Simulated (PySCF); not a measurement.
BiCl3, SMILES [Cl][Bi]([Cl])[Cl]. Geometry optimised at PBE-D3(BJ)/def2-SVP. The isomer is the one that the SMILES or the coordinates give; other isomers of the formula were not compared. The def2 effective core potentials stand for the cores of Bi; spin–orbit coupling is left out.

Task: Give the equilibrium geometry at PBE-D3(BJ)/def2-SVP (PySCF confirms it by a frequency run) as Cartesian coordinates in Å, and its point group. (An estimate is asked for; the answer gives what the named calculation found.)

Result: point group C3v.
```xyz
4

Bi     0.0000     0.0000     0.4415
Cl     1.9018     1.0980    -0.7185
Cl     0.0000    -2.1960    -0.7185
Cl    -1.9018     1.0980    -0.7185
```
Charge 0, spin multiplicity 1.
